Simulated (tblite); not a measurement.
Record of a relaxation.

Compound: C₈H₇BrO.
Atom-mapped SMILES: `[CH3:1][c:2]1[cH:3][cH:4][cH:5][c:6]([C:7](=[O:8])[Br:9])[cH:10]1` (hydrogens: H11, H12, H13 on C1; H14 on C3; H15 on C4; H16 on C5; H17 on C10)

Computed with GFN2-xTB (tblite), gas phase: L-BFGS steps from a force-field or distance-geometry start until the largest atomic force falls under 0.01 eV/Å. 6 of its 27 geometries are shown.

Step 0: E = -784.2818 eV, largest atomic force 5.622 eV/Å
```
atom  x, y, z in Å  |  force x, y, z in eV/Å
C1     -2.258   -1.070   -0.214    0.168  -1.012   0.141
C2     -1.050   -0.216   -0.079    0.166  -0.375   0.153
C3     -1.136    1.145    0.076   -1.006   0.939  -0.104
C4     -0.042    1.974    0.200    0.755  -0.114   0.181
C5      1.204    1.355    0.205    0.346   0.903   0.002
C6      1.323   -0.030    0.052    0.896  -0.689   0.002
C7      2.670   -0.650    0.043    3.638   4.226   0.716
O8      3.716    0.082    0.174   -4.080  -3.607  -0.620
Br9     2.836   -2.558   -0.149    0.061   0.393   0.031
C10     0.197   -0.822   -0.075   -0.402   0.605  -0.084
H11    -3.170   -0.570    0.142    0.397  -0.376  -0.253
H12    -2.036   -2.006    0.360   -0.647   0.712  -0.346
H13    -2.338   -1.382   -1.268   -0.319   0.216   0.379
H14    -2.127    1.587    0.074    0.011   0.026   0.022
H15    -0.138    3.066    0.323    0.066  -0.838  -0.111
H16     2.091    1.987    0.316   -0.218  -0.505  -0.066
H17     0.250   -1.879   -0.187    0.169  -0.503  -0.043
```

Step 5: E = -784.7679 eV, largest atomic force 0.449 eV/Å
```
atom  x, y, z in Å  |  force x, y, z in eV/Å
C1     -2.246   -1.090   -0.213   -0.023  -0.055   0.000
C2     -1.052   -0.212   -0.068    0.013  -0.113  -0.030
C3     -1.159    1.164    0.069   -0.118  -0.017   0.016
C4     -0.029    1.953    0.206   -0.037  -0.052  -0.023
C5      1.218    1.363    0.200   -0.051   0.095   0.016
C6      1.336   -0.026    0.054    0.063  -0.024  -0.009
C7      2.686   -0.557    0.058   -0.063  -0.262  -0.032
O8      3.707    0.025    0.165    0.381   0.234   0.043
Br9     2.835   -2.542   -0.148   -0.086   0.103   0.008
C10     0.198   -0.810   -0.080   -0.012   0.104   0.024
H11    -3.149   -0.597    0.126   -0.080  -0.006  -0.001
H12    -2.079   -1.997    0.359   -0.173  -0.112   0.049
H13    -2.363   -1.374   -1.257   -0.095  -0.004  -0.062
H14    -2.146    1.605    0.076    0.035   0.087   0.004
H15    -0.130    3.022    0.317    0.052  -0.019   0.003
H16     2.101    1.968    0.313    0.115  -0.045  -0.009
H17     0.262   -1.883   -0.188    0.079   0.086   0.003
```

Step 10: E = -784.7852 eV, largest atomic force 0.077 eV/Å
```
atom  x, y, z in Å  |  force x, y, z in eV/Å
C1     -2.256   -1.102   -0.214    0.004   0.034   0.005
C2     -1.057   -0.220   -0.068    0.005   0.006   0.025
C3     -1.167    1.159    0.070    0.053  -0.011   0.000
C4     -0.031    1.944    0.204    0.020   0.008   0.007
C5      1.222    1.365    0.201    0.027   0.003  -0.004
C6      1.350   -0.022    0.055   -0.049   0.004   0.001
C7      2.706   -0.556    0.059   -0.064   0.042  -0.001
O8      3.729    0.032    0.167    0.036   0.018   0.004
Br9     2.824   -2.524   -0.146    0.032  -0.024  -0.001
C10     0.204   -0.798   -0.078   -0.010  -0.031  -0.003
H11    -3.158   -0.601    0.123   -0.025   0.015  -0.002
H12    -2.116   -2.014    0.362   -0.058  -0.015  -0.038
H13    -2.383   -1.376   -1.261   -0.029  -0.027   0.016
H14    -2.145    1.621    0.077    0.046  -0.026   0.002
H15    -0.123    3.014    0.317   -0.012  -0.021  -0.006
H16     2.115    1.960    0.311   -0.009   0.039  -0.003
H17     0.278   -1.869   -0.187    0.032  -0.015  -0.002
```

Step 16: E = -784.7878 eV, largest atomic force 0.035 eV/Å
```
atom  x, y, z in Å  |  force x, y, z in eV/Å
C1     -2.263   -1.100   -0.213   -0.016  -0.009  -0.005
C2     -1.056   -0.227   -0.065    0.004  -0.010  -0.006
C3     -1.160    1.153    0.072    0.005   0.001   0.008
C4     -0.027    1.943    0.205    0.010  -0.009  -0.002
C5      1.227    1.369    0.200    0.003  -0.029  -0.002
C6      1.349   -0.020    0.055    0.014  -0.019   0.003
C7      2.706   -0.551    0.059    0.023   0.023   0.002
O8      3.729    0.037    0.168   -0.034  -0.008  -0.003
Br9     2.832   -2.522   -0.146    0.022   0.008   0.002
C10     0.206   -0.802   -0.076    0.020   0.004   0.004
H11    -3.164   -0.595    0.121    0.006   0.034   0.002
H12    -2.140   -2.019    0.355   -0.003   0.001   0.021
H13    -2.394   -1.378   -1.259    0.000   0.026  -0.021
H14    -2.134    1.618    0.078   -0.024  -0.011   0.004
H15    -0.125    3.012    0.315   -0.012   0.007  -0.002
H16     2.118    1.968    0.309   -0.022  -0.017  -0.009
H17     0.290   -1.873   -0.188    0.003   0.008   0.005
```

Step 21: E = -784.7890 eV, largest atomic force 0.046 eV/Å
```
atom  x, y, z in Å  |  force x, y, z in eV/Å
C1     -2.268   -1.097   -0.215    0.005   0.024   0.004
C2     -1.054   -0.234   -0.063   -0.004   0.002   0.005
C3     -1.159    1.147    0.075   -0.015  -0.008  -0.009
C4     -0.027    1.938    0.205   -0.022   0.001  -0.003
C5      1.227    1.364    0.199   -0.017   0.009  -0.001
C6      1.351   -0.024    0.057   -0.003   0.003  -0.001
C7      2.708   -0.549    0.059    0.013  -0.005   0.002
O8      3.727    0.046    0.168    0.040   0.023   0.003
Br9     2.850   -2.518   -0.145   -0.001  -0.001   0.000
C10     0.209   -0.808   -0.074   -0.014  -0.006  -0.001
H11    -3.161   -0.576    0.119    0.002   0.001   0.002
H12    -2.158   -2.016    0.357   -0.006   0.018  -0.035
H13    -2.402   -1.365   -1.263    0.009  -0.012   0.026
H14    -2.135    1.608    0.081    0.007  -0.011   0.006
H15    -0.130    3.007    0.312    0.010  -0.009   0.002
H16     2.115    1.967    0.303    0.010  -0.015  -0.003
H17     0.299   -1.878   -0.185   -0.015  -0.015   0.003
```

Step 26: E = -784.7894 eV, largest atomic force 0.009 eV/Å
```
atom  x, y, z in Å  |  force x, y, z in eV/Å
C1     -2.269   -1.093   -0.215    0.001  -0.004  -0.001
C2     -1.053   -0.235   -0.062    0.000   0.004   0.000
C3     -1.159    1.144    0.075    0.005   0.005   0.002
C4     -0.029    1.936    0.205    0.006   0.002   0.000
C5      1.225    1.362    0.199    0.004  -0.002  -0.004
C6      1.351   -0.026    0.057   -0.002  -0.003  -0.002
C7      2.712   -0.547    0.060   -0.004   0.002  -0.001
O8      3.730    0.050    0.168    0.000   0.003   0.000
Br9     2.856   -2.516   -0.144    0.002   0.006   0.001
C10     0.210   -0.811   -0.073   -0.002  -0.002   0.001
H11    -3.161   -0.569    0.119   -0.001  -0.001  -0.002
H12    -2.164   -2.013    0.354   -0.002  -0.008   0.004
H13    -2.403   -1.363   -1.262   -0.001   0.001  -0.007
H14    -2.137    1.604    0.083   -0.001  -0.002   0.002
H15    -0.130    3.006    0.312    0.002   0.001   0.002
H16     2.115    1.964    0.301    0.001   0.000   0.000
H17     0.298   -1.881   -0.184   -0.008  -0.002   0.004
```

**Question.** Summarise the path.

**Answer.** The energy falls by 48.97 kJ/mol from step 0 to step 26; nine tenths of that is first reached at step 4. It falls at every step. The largest force goes from 5.622 to 0.009 eV/Å. Among the bonds C7=O8 changes most, from 1.283 to 1.185 Å; the atoms move by 0.055 Å rms after alignment.

**Question.** Follow the three bonds and two angles with the largest change from start to end.

**Answer.** 
| step | E above end (kJ/mol) | largest force (eV/Å) | C7=O8 (Å) | C7–Br9 (Å) | C1–H12 (Å) | C6–C7–O8 (°) | C2–C1–H12 (°) |
| --- | --- | --- | --- | --- | --- | --- | --- |
| 0 | 48.97 | 5.622 | 1.283 | 1.925 | 1.121 | 120.1 | 105.8 |
| 1 | 26.54 | 5.996 | 1.128 | 1.977 | 1.094 | 124.6 | 106.2 |
| 2 | 8.79 | 1.621 | 1.204 | 1.971 | 1.089 | 124.6 | 106.7 |
| 3 | 5.39 | 0.699 | 1.191 | 1.982 | 1.087 | 125.8 | 107.1 |
| 5 | 2.08 | 0.449 | 1.180 | 2.001 | 1.085 | 128.7 | 108.5 |
| 6 | 1.37 | 0.237 | 1.184 | 1.998 | 1.086 | 129.1 | 109.2 |
| 7 | 0.93 | 0.228 | 1.186 | 1.991 | 1.087 | 128.9 | 109.6 |
| 8 | 0.62 | 0.160 | 1.187 | 1.984 | 1.088 | 128.6 | 109.8 |
| 9 | 0.49 | 0.090 | 1.186 | 1.981 | 1.088 | 128.4 | 109.9 |
| 10 | 0.41 | 0.077 | 1.185 | 1.982 | 1.088 | 128.4 | 109.9 |
| 11 | 0.34 | 0.091 | 1.184 | 1.984 | 1.088 | 128.5 | 109.9 |
| 12 | 0.27 | 0.082 | 1.184 | 1.986 | 1.088 | 128.7 | 110.1 |
| 14 | 0.19 | 0.039 | 1.185 | 1.988 | 1.088 | 128.8 | 110.4 |
| 15 | 0.17 | 0.051 | 1.185 | 1.987 | 1.088 | 128.7 | 110.4 |
| 16 | 0.15 | 0.035 | 1.185 | 1.986 | 1.088 | 128.6 | 110.5 |
| 17 | 0.13 | 0.039 | 1.185 | 1.985 | 1.087 | 128.4 | 110.5 |
| 18 | 0.11 | 0.044 | 1.185 | 1.984 | 1.087 | 128.3 | 110.5 |
| 19 | 0.09 | 0.074 | 1.185 | 1.984 | 1.088 | 128.3 | 110.5 |
| 20 | 0.06 | 0.075 | 1.185 | 1.984 | 1.088 | 128.3 | 110.5 |
| 21 | 0.04 | 0.046 | 1.185 | 1.985 | 1.088 | 128.4 | 110.6 |
| 23 | 0.01 | 0.026 | 1.185 | 1.986 | 1.088 | 128.4 | 110.7 |
| 24 | 0.01 | 0.020 | 1.185 | 1.986 | 1.088 | 128.5 | 110.7 |
| 25 | 0.00 | 0.014 | 1.185 | 1.985 | 1.087 | 128.4 | 110.7 |
| 26 | 0.00 | 0.009 | 1.185 | 1.985 | 1.087 | 128.4 | 110.7 |

What follows is the cost of the whole relaxation. Hardware: Arm Neoverse V2, one thread, shared host. Cost: 0.17 s of wall time.
